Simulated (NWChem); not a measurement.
System meant: C2H6ClFSi; SMILES [Si@H](CC)(F)Cl

Input file for NWChem:

```
start job
memory heap 200 mb stack 900 mb global 1100 mb
geometry units angstroms noautosym nocenter noautoz
  C     -0.962750     1.980641     0.651400
  C     -0.280120     1.500108    -0.627348
  Si     0.566679    -0.147943    -0.484305
  F      1.705498    -0.068548     0.669155
  Cl    -0.786277    -1.590640     0.101133
  H     -1.732439     1.267537     0.983711
  H     -1.450938     2.955619     0.502830
  H     -0.238998     2.091493     1.473124
  H      0.486053     2.222299    -0.963137
  H     -1.003777     1.421844    -1.458221
  H      1.225361    -0.603377    -1.733546
end
basis spherical
  * library def2-svp
end
dft
  xc m06-2x
  iterations 150
end
property
  shielding
end
task dft property
```

End of the output:

```
 Vector   32  Occ=0.000000D+00  E= 9.261437D-02
              MO Center=  2.3D-01,  8.5D-01, -9.5D-01, r^2= 5.6D+00
   Bfn.  Coefficient  Atom+Function         Bfn.  Coefficient  Atom+Function
  ----- ------------  ---------------      ----- ------------  ---------------
    17      2.514396   2 C  s                40     -0.987603   3 Si py
    95     -0.903603   9 H  s               100     -0.864257  10 H  s
    32     -0.859437   3 Si s                 9      0.373003   1 C  pz
    31      0.354608   3 Si s                41      0.318613   3 Si pz
    39      0.283839   3 Si px               71     -0.271078   5 Cl px

 center of mass
 --------------
 x =   0.05247862 y =  -0.16648684 z =   0.03010377

 moments of inertia (a.u.)
 ------------------
         783.268273996241         -12.083646069528          -6.468864097780
         -12.083646069528         501.910960620659          -9.003368918037
          -6.468864097780          -9.003368918037        1037.086082178845

     Multipole analysis of the density
     ---------------------------------

     L   x y z        total         alpha         beta         nuclear
     -   - - -        -----         -----         ----         -------
     0   0 0 0     -0.000000    -29.000000    -29.000000     58.000000

     1   1 0 0     -0.201192      0.140985      0.140985     -0.483163
     1   0 1 0      0.682820     -0.141316     -0.141316      0.965452
     1   0 0 1     -0.536514     -0.183653     -0.183653     -0.169208

     2   2 0 0    -34.450493   -115.653310   -115.653310    196.856127
     2   1 1 0     -0.573602      5.065014      5.065014    -10.703630
     2   1 0 1     -1.136238      2.191921      2.191921     -5.520079
     2   0 2 0    -32.671458   -199.248473   -199.248473    365.825488
     2   0 1 1     -0.176020     -4.724103     -4.724103      9.272186
     2   0 0 2    -32.732888    -55.370815    -55.370815     78.008743

          -----------------------------------------
          Chemical Shielding Tensors (GIAO, in ppm)
          -----------------------------------------

 ------------------------------------------------------------------------
  xm06: d2 not coded                    0
 ------------------------------------------------------------------------
 ------------------------------------------------------------------------
  current input line :
    26: task dft property
 ------------------------------------------------------------------------
 ------------------------------------------------------------------------
 This error has not yet been assigned to a category
 ------------------------------------------------------------------------
 For more information see the NWChem manual at https://nwchemgit.github.io

0: xm06: d2 not coded:Received an Error in Communication
```

Problem. Find the fault in this run and fix the input.

Solution. The program stopped with an error. Cause: this functional's second derivatives, which shieldings need, aren't coded here; the fix takes a hybrid GGA instead. This input runs:
```
start job
memory heap 200 mb stack 900 mb global 1100 mb
geometry units angstroms noautosym nocenter noautoz
  C     -0.962750     1.980641     0.651400
  C     -0.280120     1.500108    -0.627348
  Si     0.566679    -0.147943    -0.484305
  F      1.705498    -0.068548     0.669155
  Cl    -0.786277    -1.590640     0.101133
  H     -1.732439     1.267537     0.983711
  H     -1.450938     2.955619     0.502830
  H     -0.238998     2.091493     1.473124
  H      0.486053     2.222299    -0.963137
  H     -1.003777     1.421844    -1.458221
  H      1.225361    -0.603377    -1.733546
end
basis spherical
  * library def2-svp
end
dft
  xc pbe0
  iterations 150
end
property
  shielding
end
task dft property
```
It converges to -928.64307 Ha (PBE0/def2-SVP, GIAO).
